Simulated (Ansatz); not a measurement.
Ansatz (a program for electronic structure) input (B3LYP-D3(BJ)/def2-TZVP):

Ansatz 0.2 input:
```yaml
crystal:
  periodic: [false, false, false]
  atoms:
    - {symbol: O, position_ang: [-1.39185450, 0.17954340, 0.19985631]}
    - {symbol: Si, position_ang: [-0.01085110, -0.26759842, -0.34593223]}
    - {symbol: O, position_ang: [1.43250665, 0.01052937, 0.14889485]}
basis:
  gaussian:
    orbitals: def2-TZVP
hamiltonian:
  xc: b3lyp
  dispersion: d3bj
total_charge: -1
magnetization: {spin_polarized: true, initial_magnetization: 1}
relax: {f_tol: 0.002, max_steps: 150}
```

Output:

```
Functional definition: B3LYP
integrals: 0.02 GiB planned
563 factors; their error is unknown
mean field: 0.31 GiB planned
mean field evaluation 1: about -11974.1170 eV, gradient 2.3e1 eV
mean field evaluation 2: about -11964.4936 eV, gradient 5.6e1 eV
mean field evaluation 4: about -11976.0947 eV, gradient 5.0e-1 eV
mean field evaluation 8: about -11976.1290 eV, gradient 3.7e-2 eV
mean field evaluation 16: about -11976.1290 eV, gradient 4.9e-5 eV
mean field -11976.12897061 eV, -440.1146219580 hartree, gradient 4.9e-5 eV, S^2 0.754015; 0 other end points of the search recorded, 0 dependent functions left out
the calculation of the forces begins
reference -11976.12915429 eV, -440.1146287083 hartree; 16, 15 occupied and 83, 84 virtual orbitals, 563 factors
relax step   1: F+E_penalty+E_count = -11976.20348941 eV  Δ(F+E_penalty+E_count) = +0.000e0 eV  max|allowed force component| = 5.484e-1 eV/Å  Δτ_max = 0.0000 Å  (31 SCF iters, accepted)
these checks for a lower state are left out or cut short: starts, cluster_reference, orbital_swaps, neighbouring_geometries, increment
integrals: 0.02 GiB planned
563 factors; their error is unknown
mean field: 0.31 GiB planned
mean field -11976.14177468 eV, -440.1150924989 hartree, gradient 2.1e-5 eV, S^2 0.754008; 0 other end points of the search recorded, 0 dependent functions left out
the calculation of the forces begins
reference -11976.14195869 eV, -440.1150992611 hartree; 16, 15 occupied and 83, 84 virtual orbitals, 563 factors
relax step   2: F+E_penalty+E_count = -11976.21615763 eV  Δ(F+E_penalty+E_count) = -1.267e-2 eV  max|allowed force component| = 2.938e-1 eV/Å  Δτ_max = 0.0122 Å  (34 SCF iters, accepted)
these checks for a lower state are left out or cut short: starts, cluster_reference, orbital_swaps, neighbouring_geometries, increment
integrals: 0.02 GiB planned
563 factors; their error is unknown
mean field: 0.31 GiB planned
mean field evaluation 32: about -11976.1564 eV, gradient 1.9e-5 eV
mean field -11976.15637628 eV, -440.1156290978 hartree, gradient 1.9e-5 eV, S^2 0.753889; 0 other end points of the search recorded, 0 dependent functions left out
the calculation of the forces begins
reference -11976.15656051 eV, -440.1156358684 hartree; 16, 15 occupied and 83, 84 virtual orbitals, 563 factors
relax step   3: F+E_penalty+E_count = -11976.23043783 eV  Δ(F+E_penalty+E_count) = -1.428e-2 eV  max|allowed force component| = 7.494e-2 eV/Å  Δτ_max = 0.0341 Å  (34 SCF iters, accepted)
these checks for a lower state are left out or cut short: starts, cluster_reference, orbital_swaps, neighbouring_geometries, increment
integrals: 0.02 GiB planned
563 factors; their error is unknown
mean field: 0.31 GiB planned
mean field -11976.15654413 eV, -440.1156352663 hartree, gradient 2.2e-5 eV, S^2 0.753863; 0 other end points of the search recorded, 0 dependent functions left out
the calculation of the forces begins
reference -11976.15672837 eV, -440.1156420369 hartree; 16, 15 occupied and 83, 84 virtual orbitals, 563 factors
relax step   4: F+E_penalty+E_count = -11976.23061375 eV  Δ(F+E_penalty+E_count) = -1.759e-4 eV  max|allowed force component| = 1.264e-2 eV/Å  Δτ_max = 0.0020 Å  (30 SCF iters, accepted)
these checks for a lower state are left out or cut short: starts, cluster_reference, orbital_swaps, neighbouring_geometries, increment
integrals: 0.02 GiB planned
563 factors; their error is unknown
mean field: 0.31 GiB planned
mean field -11976.15654565 eV, -440.1156353222 hartree, gradient 3.1e-5 eV, S^2 0.753859; 0 other end points of the search recorded, 0 dependent functions left out
the calculation of the forces begins
reference -11976.15672989 eV, -440.1156420927 hartree; 16, 15 occupied and 83, 84 virtual orbitals, 563 factors
relax step   5: F+E_penalty+E_count = -11976.23061804 eV  Δ(F+E_penalty+E_count) = -4.291e-6 eV  max|allowed force component| = 5.504e-4 eV/Å  Δτ_max = 0.0002 Å  (25 SCF iters, accepted)
integrals: 0.02 GiB planned
563 factors; their error is unknown
mean field: 0.31 GiB planned
mean field -11976.15654565 eV, -440.1156353222 hartree, gradient 3.1e-5 eV, S^2 0.753859; 1 other end points of the search recorded, 0 dependent functions left out
the calculation of the forces begins
reference -11976.15672989 eV, -440.1156420927 hartree; 16, 15 occupied and 83, 84 virtual orbitals, 563 factors
Total energy: -11976.23080228 eV, -440.1183642029 hartree
Atom 0 at    -1.429613     0.168674     0.181776 Å, force    -0.000529     0.000201     0.000251 eV/Å
Atom 1 at    -0.008555    -0.241465    -0.308433 Å, force    -0.000022    -0.000335    -0.000481 eV/Å
Atom 2 at     1.467969    -0.004734     0.129476 Å, force     0.000550     0.000135     0.000229 eV/Å
Dipole moment:    -0.010104    -0.117836    -0.169069 e Å
```
